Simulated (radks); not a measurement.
The numbers below are computed, except where a source is named.
The terbium ion Tb+, 64 electrons, occupied as [Xe] 4f9 6s1. Code: a radial shooting solver on a logarithmic mesh with Libxc functionals. Model: Dirac Kohn-Sham, PBE, spin-unpolarised, spherical densities, finite nucleus; open shells fill j = l - 1/2 first; Fermi nuclear charge, rms radius 5.06 fm.

Radial electron density D(r) = 4 pi r^2 rho(r):

r (bohr)  D(r) (e/bohr)
0.001048          4.817
0.001432          7.941
0.001941          12.70
0.002631          19.82
0.003594          30.29
0.00487           43.83
0.006601          59.84
0.009018          76.05
0.01222           86.93
0.01656           88.64
0.02245           82.39
0.03067           78.90
0.04156           90.85
0.05633           110.9
0.07695           111.4
0.1043            91.19
0.1413            91.11
0.1931            101.8
0.2617            70.92
0.3547            43.83
0.4845            52.00
0.6567            40.87
0.89              20.26
1.216             12.07
1.648             6.914
2.233             2.468
3.051            0.7338
4.135            0.3140
5.604           0.09435
7.656           0.01054
10.38         0.0003348

D(r) has 4 maxima, at r = 0.0149, 0.0661, 0.184, 0.508 bohr, and minima at 0.0290, 0.121, 0.363 bohr, inside which lie 2.02, 11.19, 29.46 electrons.
